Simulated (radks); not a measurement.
Numerical settings for neutral helium, [He]. Method: scalar-relativistic Kohn-Sham, LDA (Slater exchange, Perdew-Wang correlation), spin-polarised, spherical densities, finite nucleus; Gaussian nuclear charge, rms radius 1.6755 fm; computed with a radial shooting solver on a logarithmic mesh with Libxc functionals. The defaults (mesh step 0.008 in ln r, mesh end at 40 bohr or more with all orbitals vanishing there, Anderson mixing 0.5 over 9 steps, residual threshold near 1e-9 with the energy settled to 1e-9 hartree or 1e-11 of itself, here a cap of 100 iterations) give E = -2.8346 hartree and 1s at -15.518 eV in 13 iterations. Run on one thread of a shared host, so times are rough (Arm Neoverse N1): 0.05 s of CPU time, 0.05 s wall, 13 iterations on 2189 mesh points. Changes against that run (0 stands for a change within the tolerance of the run):

setting	iterations	converged	E (mhartree)	e(1s) (meV)	CPU (s)
mesh step in ln r 0.012	13	yes	0	0	0.04
mesh step in ln r 0.02	13	yes	0	0	0.03
mesh step in ln r 0.03	13	yes	0	0	0.02
mesh end (bohr) 3	13	yes	+38.4	+1.81e+03	0.04
mesh end (bohr) 5	13	yes	+0.589	+56.8	0.05
residual threshold 0.01	8	yes	0	+0.162	0.03
residual threshold 1e-13	18	yes	0	0	0.07
mixing 2.5	14	yes	0	0	0.06
linear mixing, mixing 0.5	29	yes	0	0	0.09
linear mixing, mixing 0.8	14	yes	0	0	0.05
mixing history 20	14	yes	0	0	0.06
iteration cap 8	8	no	0	+0.102	0.03

Settings that end as converged yet miss the energy by more than 1 mhartree: mesh end (bohr) 3 (+0.0384 hartree). A mesh that ends early acts as a hard wall.
